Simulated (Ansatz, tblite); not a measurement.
Forces on Si(vinyl)3Br (C6H9BrSi) at its r2SCAN-D4/def2-SVP geometry. Charge 0, multiplicity 1.

The xTB rows come from tblite. Correlated methods freeze 20 core orbitals; core or outer-core shells of Br are correlated, in sets that lack core-valence functions.

GFN1-xTB (tblite), largest force 0.73 eV/Å:

```xyz
17
positions Å, forces eV/Å
Si   -0.011    0.066   -0.051   -0.090    0.573   -0.445
C    -0.730   -1.457   -0.860   -0.122   -0.346   -0.099
C    -1.320   -1.514   -2.063    0.013   -0.138    0.087
H    -0.654   -2.391   -0.280   -0.131    0.087   -0.311
H    -1.428   -0.622   -2.692   -0.005   -0.434    0.186
H    -1.718   -2.452   -2.469    0.104    0.393    0.041
C     1.813   -0.187    0.265    0.347   -0.111    0.108
C     2.816    0.548   -0.238    0.037   -0.125    0.100
H     2.074   -1.026    0.930    0.181    0.241   -0.176
H     2.626    1.396   -0.906    0.188   -0.337    0.273
H     3.865    0.333   -0.003   -0.336    0.172   -0.155
C    -0.891    0.401    1.563   -0.152   -0.002    0.348
C    -1.579    1.507    1.878    0.012   -0.119    0.112
H    -0.827   -0.398    2.320   -0.150    0.314   -0.015
H    -1.681    2.340    1.171   -0.018   -0.294    0.370
H    -2.068    1.628    2.852    0.132    0.070   -0.380
Br   -0.285    1.827   -1.419   -0.009    0.056   -0.044
```

GFN2-xTB (tblite), largest force 1.27 eV/Å:

```
Si -0.027 0.165 -0.128
C -0.571 -0.759 -0.847
C 0.225 0.037 0.450
H -0.034 0.485 -0.290
H 0.042 -0.511 0.318
H 0.202 0.541 0.180
C 1.264 0.157 -0.037
C -0.388 -0.267 0.181
H -0.144 0.428 -0.341
H 0.142 -0.459 0.364
H -0.561 0.159 -0.159
C -0.686 0.582 0.902
C 0.264 -0.409 -0.132
H -0.027 0.404 -0.396
H 0.035 -0.438 0.413
H 0.250 -0.019 -0.550
Br 0.015 -0.095 0.074
```

B2PLYP/def2-TZVP (Ansatz), largest force 0.47 eV/Å:

```
Si -0.001 0.006 -0.004
C -0.075 -0.222 -0.057
C -0.018 0.008 -0.044
H -0.044 0.332 -0.241
H 0.041 -0.385 0.261
H 0.157 0.376 0.159
C 0.218 -0.075 0.072
C 0.028 0.032 -0.022
H -0.065 0.319 -0.252
H 0.090 -0.360 0.284
H -0.417 0.089 -0.096
C -0.093 -0.007 0.223
C -0.020 0.044 0.002
H -0.042 0.316 -0.262
H 0.038 -0.350 0.307
H 0.193 -0.045 -0.390
Br 0.012 -0.077 0.060
```
